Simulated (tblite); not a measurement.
Species: C8H7S (doublet state).
Cartesian coordinates in Å at the GFN2-xTB level; atoms count from 1:
```xyz
16
C8H7S angstrom
C     -2.9518   -1.3605   -0.3854
C     -1.8379   -0.7470   -0.1890
C     -0.6704   -0.0951    0.0123
C     -0.6488    1.2460    0.4961
C      0.5447    1.8921    0.6900
C      1.7542    1.2611    0.4205
C      1.7529   -0.0534   -0.0525
S      3.3235   -0.8083   -0.3792
C      0.5765   -0.7318   -0.2562
H     -3.4803   -1.3226   -1.3305
H     -3.4340   -1.9536    0.3824
H     -1.5879    1.7350    0.7031
H      0.5521    2.9082    1.0564
H      2.6908    1.7726    0.5730
H      2.8388   -1.9840   -0.7758
H      0.5699   -1.7498   -0.6176
```

The geometry is computed with GFN2-xTB (gas phase). This method treats the open shell by occupation alone, without spin polarisation.

Take the most abundant isotopes and a rigid rotor. The values belong to one conformer with, in the numbering `[CH2:1]=[C:2][c:3]1[cH:4][cH:5][cH:6][c:7]([SH:8])[cH:9]1`, C6–C7–S8–H 180°.

Problem. What are A, B and C (MHz)?

Solution. Ia = 186.10, Ib = 579.71, Ic = 762.45 u·Å²; 505379 MHz·u·Å²/I gives A = 2716, B = 871.8, C = 662.8 MHz.

Problem. What kind of rotor is it?

Solution. An asymmetric top: κ = (2 × 871.8 − 2716 − 662.8)/(2716 − 662.8) = -0.80.

Problem. What does the inertial defect say?

Solution. Not planar: Δ = Ic − Ia − Ib = -3.36 u·Å². For a rigid frame Δ = −2 Σ m c², so Σ m c² = 1.68 u·Å² lies off the ab plane, practically all of it from hydrogen. The atom farthest from that plane is 0.92 Å away.

Problem. Give the other two planar moments, Paa and Pbb, and the rms extents of the mass along the axes.

Solution. Paa = Σ m a² = (Ib + Ic − Ia)/2 = 578.03 and Pbb = Σ m b² = (Ia + Ic − Ib)/2 = 184.42 u·Å². With the mass M = 135.03 u, the rms extents √(P/M) along a, b and c are 2.07, 1.17, 0.11 Å.

Problem. Where do the levels up to J = 3 lie, in cm⁻¹?

Solution. Above 0(0,0):
J = 1: 1(0,1) 0.0512, 1(1,1) 0.1127, 1(1,0) 0.1197
J = 2: 2(0,2) 0.1530, 2(1,2) 0.2081, 2(1,1) 0.2290, 2(2,1) 0.4135, 2(2,0) 0.4141
J = 3: 3(0,3) 0.3044, 3(1,3) 0.3509, 3(1,2) 0.3927, 3(2,2) 0.5671, 3(2,1) 0.5699, 3(3,1) 0.8924, 3(3,0) 0.8924

For this open shell read J as N, the rotation without spin; fine and hyperfine splittings come on top. Its GFN2-xTB frequencies are all real (lowest 100 cm⁻¹). Zero-point vibration and centrifugal distortion are left out.
